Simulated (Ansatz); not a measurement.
# Worked example: C3H8Mg + B(NH2)3 → C2H7MgN + B(CH3)(NH2)2

Gas-phase species: C3H8Mg `C[CH2][Mg][CH3]`, singlet; B(NH2)3, singlet; C2H7MgN `C[CH2][Mg][NH2]`, singlet; B(CH3)(NH2)2, singlet. The partners trade CH3 for NH2: Mg–CH3 and B–NH2 bonds give way to Mg–NH2 and B–CH3.

Shapes, held fixed at every level: PBE0-D4/def2-TZVP. Programs: Ansatz 0.2.0. Electronic energies: no zero-point or thermal term.

At CCSD(T)/def2-TZVPP; 1 Eh = 2625.50 kJ/mol:

```
     species  energy (Eh)
      C3H8Mg  -318.704743
     B(NH2)3  -192.538875
     C2H7MgN  -334.771719
B(CH3)(NH2)2  -176.475301
```

Task: Work out ΔE of the reaction at this level.

Result: 
1. Products less reactants: (-334.771719) + (-176.475301) − [(-318.704743) + (-192.538875)] = -0.003402 Eh = -8.9 kJ/mol.

Other levels give -8.4 (r2SCAN-D4/def2-TZVPP) to -1.6 kJ/mol (SPW92/def2-TZVPP). No measured value is set beside it here. Outer-core shells of Mg are correlated, in sets that cover them unevenly.
